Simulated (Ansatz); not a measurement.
`N=C([SiH3])CS` and `N=C([SiH3])O[SiH3]` differ in one atom or group.

Ansatz, PBE0-D4/def2-TZVP geometries, multiplicity 1. Each molecule was computed in one conformer, which needn't be the lowest.

```json
{"property": "LUMO energy (ωB97M-V/def2-TZVPP) / eV", "`N=C([SiH3])CS`": "1.48"}
{"property": "HOMO energy (B3LYP/def2-TZVPP) / eV", "`N=C([SiH3])CS`": "-7.18"}
{"property": "size of the dipole moment (PBE/def2-TZVPP) / D", "`N=C([SiH3])CS`": "1.91"}
{"property": "HOMO–LUMO gap (PBE0/def2-TZVPP) / eV", "`N=C([SiH3])CS`": "6.69"}
{"property": "HOMO energy (ωB97M-V/def2-TZVPP) / eV", "`N=C([SiH3])CS`": "-9.66"}
{"property": "HOMO–LUMO gap (ωB97M-V/def2-TZVPP) / eV", "`N=C([SiH3])CS`": "11.14"}
```

Give the same properties after the change, and the shifts. (Best estimate.)

The calculation gave: 
```json
{"property": "LUMO energy (ωB97M-V/def2-TZVPP) / eV", "`N=C([SiH3])O[SiH3]`": "1.53", "shift": "0.05"}
{"property": "HOMO energy (B3LYP/def2-TZVPP) / eV", "`N=C([SiH3])O[SiH3]`": "-7.72", "shift": "-0.54"}
{"property": "size of the dipole moment (PBE/def2-TZVPP) / D", "`N=C([SiH3])O[SiH3]`": "1.32", "shift": "-0.59"}
{"property": "HOMO–LUMO gap (PBE0/def2-TZVPP) / eV", "`N=C([SiH3])O[SiH3]`": "7.34", "shift": "0.65"}
{"property": "HOMO energy (ωB97M-V/def2-TZVPP) / eV", "`N=C([SiH3])O[SiH3]`": "-10.26", "shift": "-0.60"}
{"property": "HOMO–LUMO gap (ωB97M-V/def2-TZVPP) / eV", "`N=C([SiH3])O[SiH3]`": "11.79", "shift": "0.65"}
```

With PBE0 the HOMO falls by 0.53 eV and the LUMO rises by 0.13 eV, so the gap widens by about 0.66 eV. PBE moves the HOMO by -0.50 eV and ωB97M-V by -0.60 eV. Dipoles are sizes alone; their direction can turn.

Positive LUMOs are unbound, so they and the gaps depend on the basis.

B3LYP here is the variant with VWN-RPA as its local correlation; programs differ in this.
